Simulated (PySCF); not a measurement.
Compound: C5H7O2 (doublet state).
Numbering: `[CH3:1][O:2][C:3]1[CH2:4][CH:5]=[CH:6][O:7]1` (hydrogens: H8, H9, H10 on C1; H11, H12 on C4; H13 on C5; H14 on C6)

Cartesian coordinates in Å at the GFN2-xTB level; atoms count from 1:
```
atom  x, y, z in Å
C1     2.2832   -0.1231    0.8758
O2     1.1224   -0.8965    0.6830
C3    -0.0329   -0.1923    0.4814
C4    -1.2627   -0.8984   -0.0179
C5    -1.8951    0.2129   -0.8034
C6    -1.0853    1.2748   -0.7765
O7     0.0549    1.0710   -0.0713
H8     2.5092    0.4734   -0.0132
H9     3.0890   -0.8297    1.0642
H10    2.1692    0.5492    1.7319
H11   -1.9004   -1.2496    0.8028
H12   -1.0196   -1.7822   -0.6277
H13   -2.8365    0.1361   -1.3080
H14   -1.1962    2.2538   -1.2031
```

The hyperfine couplings belong to this conformer and change with its torsions.

Theory: UKS B3LYP, pcH-1 on C H O, non-relativistic, mean-field spin-orbit, GIAO in PySCF. The structure is a single GFN2-xTB conformer in the gas phase; no vibrational or solvent corrections. A GFN2-xTB geometry isn't a minimum of the functional, and hyperfine couplings can be far from their values at a DFT geometry. The SCF solution wasn't tested for stability.

Problem. Match the computed a_iso(17O) values -47.4, -27.1 MHz with the sites O2; O7.

Solution. 
```json
{"site": "O2", "a_iso (MHz)": "-27.1", "ρ(0) (bohr⁻³)": "+0.0448", "position": "1 bond from C3", "distance from C3 (Å)": "1.37", "spin population": "+0.09", "largest |T| (MHz)": "51.8"}
{"site": "O7", "a_iso (MHz)": "-47.4", "ρ(0) (bohr⁻³)": "+0.0781", "position": "1 bond from C3", "distance from C3 (Å)": "1.38", "spin population": "+0.04", "largest |T| (MHz)": "34.1"}
```

Problem. Match the computed a_iso(1H) values +103.9, +6.6, -4.3, +0.9 MHz (means over equivalent nuclei) with the sites H8/H9/H10; H11/H12; H13; H14.

Solution. 
```
     site  a_iso (MHz)  ρ(0) (bohr⁻³)            position  distance from C3 (Å)  bound to  spin population there  largest |T| (MHz)
H8/H9/H10         +6.6        +0.0015  γ, 3 bonds from C3                  2.85        C1                  -0.01                6.1
  H11/H12       +103.9        +0.0232  β, 2 bonds from C3                  2.17        C4                  -0.06                8.4
      H13         -4.3        -0.0010  γ, 3 bonds from C3                  3.34        C5                  +0.07                5.1
      H14         +0.9        +0.0002  γ, 3 bonds from C3                  3.19        C6                  -0.02                4.3
```

ρ(0) is the spin density at the nucleus and T the dipolar tensor; entries for several nuclei are means. Largest spin populations (Mulliken): C3 (+0.77), O2 (+0.09), H12 (+0.07) and C5 (+0.07). No atom but C3 exceeds +0.15. The angles at C3 add up to 348.7°, so it is slightly pyramidal.

Nuclei that the bonding pattern makes equivalent are averaged, as if the motion that swaps them (rotation, inversion, ring flip) were fast. The three 1H nuclei of mean +6.6 MHz run from -1.8 to 10.8 MHz in the frozen geometry.

Hardware: Intel Xeon Platinum 8259CL at 2.50 GHz, one thread, shared host. Cost: 90 s wall (with the writing of density and orbital grids), 0.97 GiB resident at most.
